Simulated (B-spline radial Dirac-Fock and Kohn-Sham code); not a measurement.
Binding energies of Tb¹⁹⁺

System: terbium as Tb¹⁹⁺, [Kr] 4d10; nuclear rms radius 5.06 fm (A = 159).

Calculated with a radial finite-basis atomic code, using relaxed Dirac-Fock hole states (ΔSCF) with Breit and QED corrections and a finite nucleus. No correlation. Energies are counted from the vacuum level.

All terms are in eV, carry their sign (relaxation lowers the binding energy) and add up to the binding energy; ⟨r⟩ is the mean radius of the orbital in the initial state.

| subshell | −ε (Koopmans) | relaxation | Gaunt | retardation | self-energy | vacuum polarisation | binding energy | ⟨r⟩ (bohr) |
| --- | --- | --- | --- | --- | --- | --- | --- | --- |
| K (1s) | 52792.2 | -64.91 | -163.92 | 14.34 | -92.87 | 15.41 | 52500.3 | 0.022 |
| L1 (2s) | 9281.0 | -31.14 | -17.02 | 1.16 | -12.56 | 1.94 | 9223.4 | 0.091 |
| L2 (2p1/2) | 8822.5 | -35.30 | -29.60 | 3.29 | 0.34 | 0.02 | 8761.3 | 0.076 |
| L3 (2p3/2) | 8074.5 | -33.05 | -20.91 | 4.19 | -0.71 | -0.08 | 8023.9 | 0.083 |
| M1 (3s) | 2496.6 | -10.52 | -2.91 | 0.16 | -2.79 | 0.42 | 2480.9 | 0.238 |
| M2 (3p1/2) | 2297.3 | -11.28 | -5.23 | 0.52 | 0.04 | 0.00 | 2281.4 | 0.228 |
| M3 (3p3/2) | 2139.4 | -10.42 | -3.50 | 0.74 | -0.16 | -0.02 | 2126.1 | 0.241 |
| M4 (3d3/2) | 1801.1 | -12.43 | -2.05 | 0.15 | 0.23 | -0.02 | ? | 0.213 |
| M5 (3d5/2) | 1767.2 | -12.08 | -1.32 | 0.17 | 0.13 | -0.02 | 1754.0 | 0.217 |
| N1 (4s) | 883.1 | -1.91 | -0.70 | 0.05 | -0.71 | 0.11 | 879.9 | 0.522 |
| N2 (4p1/2) | 801.1 | -1.90 | -1.23 | 0.13 | 0.01 | 0.00 | 798.1 | 0.528 |
| N3 (4p3/2) | 761.6 | -1.70 | -0.80 | 0.19 | -0.04 | -0.01 | 759.2 | 0.551 |
| N4 (4d3/2) | 623.1 | -1.70 | -0.38 | 0.04 | 0.05 | -0.01 | 621.1 | 0.563 |
| N5 (4d5/2) | 615.4 | -1.62 | -0.21 | 0.04 | 0.03 | -0.01 | 613.6 | 0.571 |

Question: Which binding energy belongs in the row of M4 (3d3/2)?

Answer: 1786.9 eV, the sum of the terms in that row (to rounding).

For the deepest level, K (1s), the Breit terms make up -0.285 % of the binding energy, QED -0.148 % and orbital relaxation -0.124 %.

Going to the tabulated ground configuration of the next ion removes an electron from N5 (4d5/2), computed at 613.6 eV. NIST lists 613 ± 4 eV as the ionisation energy of this species (theoretical), -0.61 eV from the computed value, within the stated uncertainty.
